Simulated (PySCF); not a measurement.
A structure optimised at ωB97X-D3(BJ)/def2-SVP, used in a PySCF frequency run:

```xyz
11

Si     1.5978     0.1450    -0.1770
F      1.6471     1.7607    -0.1780
F      1.2119    -0.2646    -1.6984
S      0.1256    -0.5930     1.1109
Si    -1.5729    -0.2727    -0.2286
N     -3.0460    -0.1481     0.6424
H      2.9405    -0.3637     0.1514
H     -1.6666    -1.4463    -1.1293
H     -1.3020     0.9922    -0.9544
H     -3.2283     0.6483     1.2441
H     -3.5112    -0.9829     0.9828
```
Charge 0, spin multiplicity 1.

Question: Write its SMILES and formula.

Answer: N[SiH2]S[SiH](F)F, F2H5NSSi2

Question: What are its rotational constants (standard atomic weights)?

Answer: 3.2792, 1.0487, 0.98896 GHz
